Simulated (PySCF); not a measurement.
Sn(H)2(OH)(OMe) (CH6O2Sn), SMILES C[O][SnH2][OH].

Geometry: B3LYP-D3(BJ)/def2-SVP. The structure was generated by enumeration; whether it is a known compound was not checked. The def2 effective core potentials stand for the cores of Sn; spin–orbit coupling is left out. The values are those of a single conformer.

Two levels are set side by side: PBE/def2-TZVP (PySCF) and CAM-B3LYP/def2-TZVP (PySCF). Same geometry, gas phase. Differences are taken from unrounded values.

```csv
quantity,PBE
orbital gap (eV),4.60
highest occupied level (eV),-6.10
lowest empty level (eV),-1.50
dipole moment (D),0.66
mean polarisability (bohr³),61.0
```

Question: These are the PBE values. What does CAM-B3LYP give? (Estimate from the structure and the level; the computed values follow.)

Answer: 
```json
[
 {"quantity": "orbital gap (eV)", "CAM-B3LYP": "9.47", "PBE minus CAM-B3LYP": "-4.87"},
 {"quantity": "highest occupied level (eV)", "CAM-B3LYP": "-9.13", "PBE minus CAM-B3LYP": "3.03"},
 {"quantity": "lowest empty level (eV)", "CAM-B3LYP": "0.34", "PBE minus CAM-B3LYP": "-1.84"},
 {"quantity": "dipole moment (D)", "CAM-B3LYP": "0.81", "PBE minus CAM-B3LYP": "-0.15"},
 {"quantity": "mean polarisability (bohr³)", "CAM-B3LYP": "57.2", "PBE minus CAM-B3LYP": "3.8"}
]
```

Without exact exchange PBE keeps part of each electron's self-repulsion, which lifts occupied levels and narrows the gap. Loosely held outer electrons make PBE densities more polarisable. Differences between two approximate levels are no errors against the true value.

Rough cost on one machine, each run with all the roots and properties that it gave: CAM-B3LYP against PBE within a factor of 2.
